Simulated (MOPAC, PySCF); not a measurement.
C3H6O, SMILES `C1OCC1`, neutral singlet in the gas phase. 

Z-matrix (Å, degrees):
```
C
H 1 1.0880
H 1 1.0880 2 109.29
C 1 1.5384 2 115.31 3 -131.73
H 4 1.0929 1 115.84 2 129.10
H 4 1.0930 5 109.21 1 132.91
O 4 1.4463 5 111.63 6 123.92
C 7 1.4463 4 91.71 5 118.94
H 8 1.0929 7 111.63 4 -118.94
H 8 1.0930 9 109.21 7 123.92
```
Charge 0, multiplicity 1.

All levels are single points at this geometry (B3LYP-D3(BJ)/def2-TZVP); Pople sets use spherical d functions. Orbital energies aren't observables, and empty levels follow the basis.

```
level                            HOMO (eV)  LUMO (eV)  gap (eV)  dipole (D)  vertical IE, Delta-SCF (eV)
-------------------------------  ---------  ---------  --------  ----------  ---------------------------
TPSSh-D3(BJ)/def2-TZVP in PySCF      -6.30       1.15      7.45        1.91                         9.40
B3LYP/6-311+G** in PySCF             -6.95       0.21      7.16        2.16                            –
B3LYP/6-31G* in PySCF                -6.55       2.41      8.96        1.98                         9.38
BP86/6-31G* in PySCF                 -5.26       1.42      6.68        1.88                            –
PBE/6-31G* in PySCF                  -5.14       1.51      6.65        1.86                         9.08
AM1 in MOPAC                        -10.50       2.95     13.44        1.94                            –
```
